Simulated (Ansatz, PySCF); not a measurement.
Species: tetrachlorogermane, GeCl4 (charge 0, singlet). SMILES: [Cl][Ge]([Cl])([Cl])[Cl]
Coordinates optimised at B3LYP-D3(BJ)/def2-TZVP (Ansatz, a first-principles code):
```xyz
5

Cl    -0.9542    -1.5294    -1.1416
Ge     0.0000     0.0000     0.0000
Cl     2.0871    -0.4190     0.1462
Cl    -0.2815     1.8846    -0.9602
Cl    -0.8514     0.0638     1.9555
```

Property: atomisation energy (electronic, to ground-state atoms), in kJ/mol. Correlated levels leave the core frozen unless marked. Open shells are spin-unrestricted. No spin-orbit coupling. The frozen core is the preceding noble-gas configuration, with the filled d and f shells of earlier blocks. Non-relativistic. The coupled-cluster limit lacks core correlation, which all-electron functionals hold. CBS marks a two-point X^-3 extrapolation of the correlation energy; Hartree-Fock from the larger set. The bracket is a focal-point correction in the basis named.

```
level                                                                 program  atomisation energy (kJ/mol)  rough core time
-------------------------------------------------------------  --------------  ---------------------------  ---------------
HF/def2-TZVPD                                                           PySCF                        984.8                -
HF/def2-QZVPP                                                          Ansatz                        981.4             24 s
PBE-D3(BJ)/def2-TZVPD                                          Ansatz + dftd3                       1433.6       under 20 s
revPBE/def2-TZVPD                                                      Ansatz                       1332.7       under 20 s
B97M-V/def2-TZVPD                                                      Ansatz                       1449.2             40 s
B3LYP/def2-TZVPD                                                       Ansatz                       1311.7             29 s
PBE0-D3(BJ)/def2-TZVP                                          Ansatz + dftd3                       1411.1       under 20 s
PBE0-D4/def2-TZVP                                              Ansatz + dftd4                       1411.9       under 20 s
PBE0/def2-TZVP                                                         Ansatz                       1390.8       under 20 s
PBE0/def2-TZVPD                                                        Ansatz                       1390.5             25 s
BHLYP/def2-TZVPD                                                       Ansatz                       1282.1             30 s
r2SCANh/def2-TZVPD                                                     Ansatz                       1407.1             40 s
HSE06-D3(BJ)/def2-TZVPD                                        Ansatz + dftd3                       1411.5             29 s
LC-wPBE-D3(BJ)/def2-TZVPD                                      Ansatz + dftd3                       1383.9       under 20 s
wB97X/def2-TZVPD                                                       Ansatz                       1403.2             30 s
RPA@PBE/def2-TZVPP                                                     Ansatz                       1206.0       under 20 s
MP2/6-31G                                                              Ansatz                        920.4                -
MP2/def2-TZVPPD                                                        Ansatz                       1444.9                -
SCS-MP2/6-31G                                                          Ansatz                        905.6                -
CCSD/def2-SVPD                                                         Ansatz                       1233.3                -
RI-MP2/CBS(def2-TZVPPD,def2-QZVPPD)+[CCSD(T)-MP2]/def2-TZVPPD          Ansatz                       1410.3                -
```

Core times are rough, on shared machines, summed over the molecules involved; a dash marks a level read off another run, or run on other hardware, by another program or under a memory cap.
